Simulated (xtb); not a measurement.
C2H6OS, charge +1, doublet, geometry from GFN2-xTB (a state made from the parent by changing its charge; the spin is typed, not shown lowest), atoms displaced at random by about 0.02 Å a coordinate. Base run: GFN1-xTB (xtb).

xtb was given this input:
```
$ xtb mol.xyz --gfn 1 --chrg 1 --uhf 1 --opt --json

# file mol.xyz
10

C     -1.28802592     0.63917188    -0.81833973
S      0.01549128    -0.39038408    -0.07943035
C      1.54597183     0.53432360    -0.18245978
O     -0.31010112    -0.67324839     1.27341262
H     -2.26582739     0.11330119    -0.70635793
H     -1.05511348     0.86519280    -1.81829087
H     -1.36909562     1.54898647    -0.20790429
H      1.42523780     1.50756617     0.36638101
H      2.35333512    -0.03236690     0.21923479
H      1.76361415     0.79800582    -1.20643343
```

Variants of this job, named by their change:

```csv
change,ΔE vs base (mEh),optimiser steps
base,0.000,7
opt level = sloppy,0.035,4
opt level = tight,0.000,8
opt level = extreme,-0.003,14
opt level = vtight,-0.003,13
opt level = crude,0.035,4
opt level = loose,0.008,5
engine = inertial,0.012,-
alpb = chcl3,-80.460,6
engine = lbfgs,0.001,-
```
